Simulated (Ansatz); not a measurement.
Saddle point of SiH$_{5}$Br, singlet (SiH₃Br ([SiH3][Br]) + H₂ → SiH₄ + HBr; bonds formed: Si1–H7, Br2–H6; bonds broken: Si1–Br2, H6–H7), PBE0-D4/def2-TZVP structure:

```
7
angstrom
Si -0.4737 -0.2617 0.1448
Br 1.3464 0.1143 -1.7786
H -1.4430 0.3156 -0.8003
H -1.0618 -0.0468 1.5057
H -0.0662 -1.6759 0.1116
H 1.0326 0.7205 0.0082
H 0.6656 0.8340 0.8086
```

Energies are electronic, without zero-point energy. Barriers and step energies count from the start structure reached by relaxing down the imaginary mode; all methods use the PBE0-D4 structures, on which another method's saddle can fall below an end. Ansatz 0.2.0; basis: def2-TZVPP, with def2-QZVPP for the basis limit; cores frozen in the correlated methods. Filled d shells of the heavier atoms are correlated. The def2 sets are not built for correlating such inner shells, so the correlated values are less sure here. B3LYP uses VWN-RPA correlation. Extrapolation: Hartree–Fock as exp(−7.88 √X), correlation as X^−2.97.

```tsv
method	barrier (eV)	step energy (eV)
SPW92	?	0.593
PBE-D4	1.980	0.678
BLYP-D4	2.136	0.651
r2SCAN-D4	2.120	0.722
B97M-V	2.254	0.633
PBE0-D4	2.120	0.689
B3LYP-D4	2.233	0.659
r2SCAN0-D4	2.204	0.724
BHLYP-D4	2.390	0.676
CAM-B3LYP-D4	2.300	0.620
wB97X-V	2.342	0.678
wB97M-V	?	0.698
B2PLYP	2.328	0.668
PBE-QIDH	2.282	0.716
RPA on PBE	2.411	0.597
HF	2.791	0.639
MP2	?	0.743
CCSD	2.454	0.620
CCSD(T)	2.390	0.639
```

(1) Fill in the withheld barriers. (Judge from chemistry; the value comes from the calculation.)

T1 diagnostic: at most 0.010.

Results:

(1) Computed: wB97M-V 2.302; MP2 2.394; SPW92 1.675 eV. Each is the energy of the saddle less that of the start structure, by the same method.

For comparison, the barrier by CCSD(T) at an estimated basis limit (MP2 extrapolated from triple and quadruple zeta, plus CCSD(T) − MP2 in triple zeta) is 2.346 eV.

Labels in which every atom is bracketed show which atoms are joined, not bond orders.

For scale, one of the runs: CCSD(T)/def2-TZVPP, 160 basis functions, launched by `ansatz run in.yaml --threads 2 --pin off --events-out ev --progress --plain --max-ram 4352MiB`. The run took 11 s on 2 CPU threads (shared host), with 1.1 GiB of host memory at its peak.
